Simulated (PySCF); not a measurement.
C₅H₆F₃S (doublet state).
Cartesian coordinates in Å at the GFN2-xTB level; atoms count from 1:
```
atom  x, y, z in Å
C1    -1.2261   -0.8437   -0.9336
C2    -0.7272    0.5420   -1.0106
C3    -0.1179    0.9611    0.3091
C4    -0.7898    1.4262    1.3474
S5     1.6708    0.8400    0.4476
C6     1.8620   -0.9690    0.2765
F7     0.9682   -1.6432    1.0006
F8     3.0723   -1.3275    0.6933
F9     1.7400   -1.3880   -0.9858
H10   -1.9131   -1.1144   -0.1552
H11   -0.8295   -1.6137   -1.5642
H12    0.0036    0.6495   -1.8126
H13   -1.5581    1.2342   -1.2041
H14   -1.8561    1.5702    1.2983
H15   -0.3036    1.6842    2.2713
```

The hyperfine couplings belong to this conformer and change with its torsions.

Identity: `[CH2]CC(=C)SC(F)(F)F` [radical].

Theory: UKS B3LYP, pcH-1 on C F H S, non-relativistic, mean-field spin-orbit, GIAO in PySCF 2.14.0. The structure is a single GFN2-xTB conformer in the gas phase; no vibrational or solvent corrections. A GFN2-xTB geometry isn't a minimum of the functional, and hyperfine couplings can be far from their values at a DFT geometry. No stability test was run, so a lower SCF solution isn't excluded.

(1) Break the g tensor into its mass correction, gauge correction and orbital-Zeeman/spin–orbit terms.

(2) What effective moment and Curie constant follow for a powder?

(3) At 93.599 GHz, how far is the centre of the isotropic spectrum from where a free electron (g = 2.002319) resonates?

(4) How much does each term add to the isotropic shift?

(5) In a frozen sample, at which fields do the three g values resonate at 9.5, 34, 94 and 263 GHz (hyperfine left aside), and which band first spreads them over more than twice a line width of 0.3 mT?

## Answers

(1) 
```tsv
Δg (ppm)	1	2	3
relativistic mass correction	-146	-146	-146
gauge correction	11	39	28
orbital Zeeman/spin–orbit	-73	645	829
total	-207	539	712
```

So g = 2.00211, 2.00286, 2.00303 and g_iso = 2.00267; the tensor is rhombic: the two nearest values differ by 19 % of g3 − g1. 

(2) With the mean of g² = 4.0107 and S(S+1) = 0.75: μ_eff = √(⟨g²⟩S(S+1)) = 1.734 μB and χT = 0.12505·⟨g²⟩·S(S+1) = 0.376 cm³ K/mol (cgs; spin-Hamiltonian part alone).

(3) B = hν/(g μB) with μB/h = 13.99624 MHz/mT gives 3339.85 mT for the free electron and 3339.27 mT at g_iso, 0.58 mT lower.

(4) The orbital-Zeeman/spin–orbit term 467, the mass correction -146 and the gauge correction 26 ppm, for a total of 348 ppm. The orbital-Zeeman/spin–orbit term is the largest in size. The mass correction is the same along every axis, so the anisotropy comes from the other two: their spans along these axes are 28 (gauge) and 902 ppm (orbital Zeeman/spin–orbit).

(5) 
```
band    GHz  B(g3) mT  B(g2) mT  B(g1) mT  spread mT
   X    9.5    338.86    338.89    339.02       0.16
   Q   34.0   1212.77   1212.88   1213.33       0.56
   W   94.0   3352.96   3353.25   3354.50       1.54
   J  263.0   9381.16   9381.97   9385.47       4.31
```

The spread grows in proportion to the frequency. W band is the first where it exceeds 0.6 mT.

Largest spin populations (Mulliken): C1 (+1.07) and C2 (-0.08). C1 is the only atom above +0.15. The angles at C1 add up to 359.6°, so it is planar; its axial dipolar tensor and the negative couplings of its protons fit spin in a p orbital normal to that plane.

The HOMO–LUMO gaps are 4.93 eV among the α and 5.27 eV among the β orbitals.

Hardware: one thread, Arm Neoverse V1 (aarch64), no GPU, shared host with 32 logical CPUs at a one-minute load of 35. Cost: 2.2 min wall (with the writing of density and orbital grids), 1.0 GiB resident at most.
